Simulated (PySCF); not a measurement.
Working out the ionisation energy of Br⁺

Br⁺ [Ar] 3d10 4s2 4p4 (3P) → Br²⁺ [Ar] 3d10 4s2 4p3 (4S). All numbers are calculated (PySCF 2.14, scalar relativity through the core potential, in aug-cc-pVQZ-PP with one added diffuse shell each of s, p, d, f, g type with ECP10MDF (8s7p6d4f3g, 114 functions)). Frozen: 3s2 3p6 3d10. Energies in hartree (1 hartree = 27.21139 eV):

```tsv
part	Br⁺ (lower)	Br²⁺ (upper)
UHF	-415.099694	-414.356267
MP2 opposite-spin	-0.091117	-0.064003
MP2 same-spin	-0.024857	-0.021887
```

What does Hartree-Fock give?

(-414.356267) − (-415.099694) = 0.743427 hartree = 20.230 eV.

What do MP2 and SCS-MP2 (6/5 opposite-spin, 1/3 same-spin) give?

The opposite-spin parts differ by 0.738 eV and the same-spin parts by 0.081 eV. MP2: 20.230 + (0.738) + (0.081) = 21.049 eV. SCS-MP2: 20.230 + 1.2 × (0.738) + (0.081)/3 = 21.143 eV.

Measured between the centres of the two terms (NIST): 21.409 eV, so MP2 (valence) is off by -0.360 eV.

What remains against the reference includes basis incompleteness, the frozen core and correlation beyond second order.
